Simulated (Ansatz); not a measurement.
Program: Ansatz.

Input:

```yaml
crystal:
  periodic: [false, false, false]
  atoms:
    - { symbol: Ga, position_ang: [0.024115, -0.001083, 0.152251] }
    - { symbol: H, position_ang: [-0.14478, 0.805681, 1.504041] }
    - { symbol: H, position_ang: [1.44998, -0.000302, -0.535998] }
    - { symbol: H, position_ang: [-1.246017, -0.155702, -0.780321] }
    - { symbol: "N", position_ang: [0.065933, -2.001176, 0.971063] }
    - { symbol: H, position_ang: [-0.552378, -2.623177, 0.451321] }
    - { symbol: H, position_ang: [1.005986, -2.393646, 0.931758] }
    - { symbol: H, position_ang: [-0.233438, -2.008693, 1.945587] }
basis:
  gaussian: { orbitals: def2-SVP }
hamiltonian:
  xc: pbe0
  dispersion: d4
neb:
  order_check: false
  images: 5
  f_tol: 0.05
  max_iterations: 8
  final_atoms:
    - { symbol: Ga, position_ang: [0.024115, -0.001083, 0.152251] }
    - { symbol: H, position_ang: [-0.14478, 0.805681, 1.504041] }
    - { symbol: H, position_ang: [1.44998, -0.000302, -0.535998] }
    - { symbol: H, position_ang: [-1.246017, -0.155702, -0.780321] }
    - { symbol: "N", position_ang: [0.065933, -2.001176, 0.971063] }
    - { symbol: H, position_ang: [-0.552378, -2.623177, 0.451321] }
    - { symbol: H, position_ang: [1.005986, -2.393646, 0.931758] }
    - { symbol: H, position_ang: [-0.233438, -2.008693, 1.945587] }
  initial_path: idpp
```

Command:

```bash
$ ansatz run input.yaml --threads 1 --pin off --max-ram 2048MiB --backend cpu --events-out ev --progress --plain --runs-dir out
```

**Question.** What does the program answer?

**Answer.** The input was rejected before any iteration.

```
Error: invalid value for `neb.final_atoms`: is identical to crystal.atoms — the two endpoints must differ for a path to exist
```
